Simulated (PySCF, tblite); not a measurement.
Compound: C7H8O2.
Cartesian coordinates in Å at the GFN2-xTB level; atoms count from 1:
```xyz
17
C7H8O2 angstrom
O      2.455   -1.699   -0.010
C      2.110   -0.544    0.080
O      2.999    0.440    0.320
C      0.726   -0.073   -0.052
C      0.377    1.214    0.120
C     -1.001    1.622   -0.011
C     -1.977    0.710   -0.004
C     -1.671   -0.748    0.149
C     -0.309   -1.089   -0.451
H      3.886    0.055    0.398
H      1.118    1.958    0.369
H     -1.216    2.677   -0.077
H     -3.016    1.001   -0.048
H     -2.447   -1.351   -0.324
H     -1.681   -0.987    1.220
H     -0.378   -1.091   -1.545
H      0.017   -2.083   -0.144
```

Level of theory: PBE0/pcSseg-1 in PySCF (dipole) on a GFN2-xTB geometry, gas phase.

Masses are those of the commonest isotopes; rigid-rotor values at the optimised geometry. The values belong to one conformer with, in the numbering `[O:1]=[C:2]([OH:3])[C:4]1=[CH:5][CH:6]=[CH:7][CH2:8][CH2:9]1`, O1–C2–O3–H 0°, O1–C2–C4–C5 177°, C4–C5–C6–C7 15°, C6–C7–C8–C9 -31°, C7–C8–C9–C4 45°, C2–C4–C9–C8 149°.

Task: Give the principal moments of inertia and the rotational constants in MHz.

Result: Ia = 141.00, Ib = 424.13, Ic = 551.11 u·Å²; 505379 MHz·u·Å²/I gives A = 3584, B = 1192, C = 917.0 MHz.

Task: Classify the top.

Result: An asymmetric top. Ray's parameter κ = (2B − A − C)/(A − C) = -0.794; −1 is the prolate and +1 the oblate limit.

Task: What does the inertial defect say?

Result: Not planar: Δ = Ic − Ia − Ib = -14.03 u·Å². For a rigid frame Δ = −2 Σ m c², so Σ m c² = 7.01 u·Å² lies off the ab plane: 4.11 from hydrogen and 2.91 from heavier atoms. The atom farthest from that plane is 1.41 Å away.

Task: Give the other two planar moments, Paa and Pbb, and the rms extents of the mass along the axes.

Result: Paa = Σ m a² = (Ib + Ic − Ia)/2 = 417.12 and Pbb = Σ m b² = (Ia + Ic − Ib)/2 = 133.99 u·Å². With the mass M = 124.05 u, the rms extents √(P/M) along a, b and c are 1.83, 1.04, 0.24 Å.

Task: Predict some low-J microwave lines.

Result: The dipole components are |μa| = 1.69 D, |μb| = 1.30 D, |μc| = 0.12 D. Intensities carry the squares of the components, which stand as 1.00 : 0.59 : 0.01 (a : b : c). Some lines, for components of 0.1 D or more:

```json
{"type": "a", "branch": "Q", "J(Ka,Kc)": "3(1,2) ← 3(1,3)", "MHz": "1646", "lower level (cm⁻¹)": "0.478"}
{"type": "c", "branch": "Q", "J(Ka,Kc)": "3(1,3) ← 3(0,3)", "MHz": "1803", "lower level (cm⁻¹)": "0.418"}
{"type": "c", "branch": "Q", "J(Ka,Kc)": "1(1,1) ← 1(0,1)", "MHz": "2393", "lower level (cm⁻¹)": "0.070"}
{"type": "b", "branch": "Q", "J(Ka,Kc)": "1(1,0) ← 1(0,1)", "MHz": "2667", "lower level (cm⁻¹)": "0.070"}
{"type": "a", "branch": "R", "J(Ka,Kc)": "2(0,2) ← 1(0,1)", "MHz": "4195", "lower level (cm⁻¹)": "0.070"}
{"type": "a", "branch": "R", "J(Ka,Kc)": "2(1,1) ← 1(1,0)", "MHz": "4492", "lower level (cm⁻¹)": "0.159"}
{"type": "b", "branch": "R", "J(Ka,Kc)": "1(1,1) ← 0(0,0)", "MHz": "4501", "lower level (cm⁻¹)": "0.000"}
{"type": "a", "branch": "R", "J(Ka,Kc)": "3(2,2) ← 2(2,1)", "MHz": "6326", "lower level (cm⁻¹)": "0.549"}
{"type": "a", "branch": "R", "J(Ka,Kc)": "3(1,2) ← 2(1,1)", "MHz": "6723", "lower level (cm⁻¹)": "0.309"}
{"type": "c", "branch": "Q", "J(Ka,Kc)": "3(2,2) ← 3(1,2)", "MHz": "6780", "lower level (cm⁻¹)": "0.533"}
{"type": "b", "branch": "Q", "J(Ka,Kc)": "2(2,0) ← 2(1,1)", "MHz": "7200", "lower level (cm⁻¹)": "0.309"}
{"type": "c", "branch": "R", "J(Ka,Kc)": "3(1,2) ← 2(0,2)", "MHz": "9687", "lower level (cm⁻¹)": "0.210"}
{"type": "b", "branch": "R", "J(Ka,Kc)": "2(2,0) ← 1(1,1)", "MHz": "11966", "lower level (cm⁻¹)": "0.150"}
{"type": "b", "branch": "Q", "J(Ka,Kc)": "3(3,1) ← 3(2,2)", "MHz": "12663", "lower level (cm⁻¹)": "0.760"}
{"type": "b", "branch": "R", "J(Ka,Kc)": "3(2,2) ← 2(1,1)", "MHz": "13504", "lower level (cm⁻¹)": "0.309"}
{"type": "c", "branch": "R", "J(Ka,Kc)": "3(2,1) ← 2(1,1)", "MHz": "13614", "lower level (cm⁻¹)": "0.309"}
{"type": "c", "branch": "R", "J(Ka,Kc)": "3(2,2) ← 2(1,2)", "MHz": "14327", "lower level (cm⁻¹)": "0.282"}
{"type": "b", "branch": "R", "J(Ka,Kc)": "3(2,1) ← 2(1,2)", "MHz": "14438", "lower level (cm⁻¹)": "0.282"}
{"type": "b", "branch": "R", "J(Ka,Kc)": "3(3,1) ← 2(2,0)", "MHz": "18966", "lower level (cm⁻¹)": "0.549"}
{"type": "c", "branch": "R", "J(Ka,Kc)": "3(3,0) ← 2(2,0)", "MHz": "18967", "lower level (cm⁻¹)": "0.549"}
{"type": "c", "branch": "R", "J(Ka,Kc)": "3(3,1) ← 2(2,1)", "MHz": "18988", "lower level (cm⁻¹)": "0.549"}
{"type": "b", "branch": "R", "J(Ka,Kc)": "3(3,0) ← 2(2,1)", "MHz": "18990", "lower level (cm⁻¹)": "0.549"}
```

Task: Estimate the classical rotational partition function at 50 K, 100 K and 500 K.

Result: Point group C1, symmetry number σ = 1; q = (√π/σ)·√((kT/h)³/(ABC)), k/h = 20836.6 MHz/K: 30100 at 50 K, 85200 at 100 K, 952000 at 500 K.

Its GFN2-xTB frequencies are all real (lowest 56 cm⁻¹). No vibrational averaging or centrifugal distortion is included, and the geometry carries the error of its method.
